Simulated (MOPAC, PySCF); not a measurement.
CClF, SMILES `F[C]Cl` (lower singlet), neutral singlet in the gas phase. This singlet lies 1.58 eV below the relaxed triplet at the level composite: frozen-core CCSD(T) with HF/cc-pVQZ and the correlation energy extrapolated as X^-3 from cc-pVTZ and cc-pVQZ, plus CCSDT(Q) minus CCSD(T) in cc-pVDZ // PBE0-D3(BJ)/def2-TZVP (Ansatz).

Z-matrix (Å, degrees):
```
C
F 1 1.2911
Cl 1 1.7381 2 106.70
```
Charge 0, multiplicity 1.

All levels are single points at this geometry (PBE0-D3(BJ)/def2-TZVP); Pople sets use spherical d functions. Orbital energies aren't observables, and empty levels follow the basis.

PBE0-D3(BJ)/def2-TZVP in PySCF gives dipole (D) = 0.85.

Estimate the dipole (D) from each of these levels: BP86/6-31G* in PySCF; SVWN5/6-31G* in PySCF; HF/6-31G* in PySCF; HF/STO-3G in PySCF; PM7 in MOPAC.


```json
[
 {"level": "BP86/6-31G* in PySCF", "dipole (D)": "0.91"},
 {"level": "SVWN5/6-31G* in PySCF", "dipole (D)": "0.95"},
 {"level": "HF/6-31G* in PySCF", "dipole (D)": "0.46"},
 {"level": "HF/STO-3G in PySCF", "dipole (D)": "1.38"},
 {"level": "PM7 in MOPAC", "dipole (D)": "1.43"}
]
```
